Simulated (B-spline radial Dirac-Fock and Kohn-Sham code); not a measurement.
## The Y-like isoelectronic sequence (39 electrons), Z = 40 to 47

Model: Dirac-Fock ΔSCF + Breit + QED. Program: a radial finite-basis atomic code. Binding energies in eV, tabulated ground configurations. Correlation energy is missing from these numbers.

| ion | configuration | 3s | 3p1/2 | 3d3/2 | 4p3/2 | outermost level | NIST ionisation energy |
| --- | --- | --- | --- | --- | --- | --- | --- |
| Zr⁺ | [Kr] 4d2 5s1 | 450.0 | 363.9 | 198.4 | 44.61 | 11.92 (5s) | 13.13 |
| Nb²⁺ | [Kr] 4d3 | 497.1 | 407.0 | 232.6 | 58.38 | 23.41 (4d) | 25.04 |
| Mo³⁺ | [Kr] 4d3 | ? | ? | ? | ? | ? | ? |
| Tc⁴⁺ | [Kr] 4d3 | 611.1 | 513.0 | 320.0 | 98.76 | 55.30 (4d) | 57 ± 1.9 |
| Ru⁵⁺ | [Kr] 4d3 | 673.8 | 571.7 | 369.0 | 122.1 | 74.48 (4d) | 76 ± 2 |
| Rh⁶⁺ | [Kr] 4d3 | 740.3 | 634.0 | 421.4 | 147.4 | 95.68 (4d) | 97 ± 2 |
| Pd⁷⁺ | [Kr] 4d3 | 810.3 | 699.8 | 477.1 | 174.6 | 118.8 (4d) | 120 ± 2.1 |
| Ag⁸⁺ | [Kr] 4d3 | 883.9 | 769.2 | 536.0 | 203.8 | 143.9 (4d) | 145.1 ± 2.2 |

Question: Fill in the row of Mo³⁺.

Answer: 3s 552.1, 3p1/2 458.1, 3d3/2 274.5, 4p3/2 77.47, outermost 38.22 (4d), NIST 40.33 ± 0.06 eV.

NIST's values are for the lowest levels; a dash marks a value that is missing or belongs to another shell. Their kind here: measured, semi-empirical, theoretical. Where a p, d or f shell is open in either ion the computed value averages over both j values and all terms, while the table refers to the lowest levels; that difference holds spin-orbit splitting (largest in heavy or highly charged ions), term energies where several electrons share open shells, and correlation, and it can reach 10 % or more.
